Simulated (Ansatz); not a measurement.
C2H4OSi, SMILES `O=C=C[SiH3]`. The species carries charge 0 and has multiplicity 1. Geometry: relaxed with PBE0-D4/def2-TZVP.

```xyz
8

O     0.371   -2.672   -0.444
C     0.152   -1.554   -0.633
C    -0.090   -0.281   -0.807
Si   -0.040    0.881    0.628
H    -0.316    0.047   -1.815
H     0.984    1.937    0.416
H    -1.357    1.546    0.813
H     0.297    0.097    1.843
```

(1) What is the dipole moment at r2SCAN/def2-TZVPP? (Estimate.)

(2) And with PBE, B3LYP, ωB97M-V? (Estimate.)

(3) Give the Mulliken charges with r2SCAN, ωB97M-V, PBE in def2-TZVPP. (Best estimate.)

## Answers

(1) Ansatz gave: 1.28 D, with components (-0.29, 1.06, -0.65) D in this frame, pointing from negative to positive charge.

(2) Computed: PBE 1.22 D, B3LYP 1.33 D, ωB97M-V 1.26 D.

(3) The calculation gave: 
```csv
atom,r2SCAN,ωB97M-V,PBE
O1,-0.16,-0.16,-0.10
C2,0.26,0.27,0.14
C3,-0.36,-0.38,-0.26
Si4,0.36,0.22,0.25
H5,0.11,0.12,0.11
H6,-0.07,-0.03,-0.05
H7,-0.07,-0.03,-0.05
H8,-0.06,-0.02,-0.04
```

B3LYP here is the variant with VWN-RPA as its local correlation; programs differ in this.
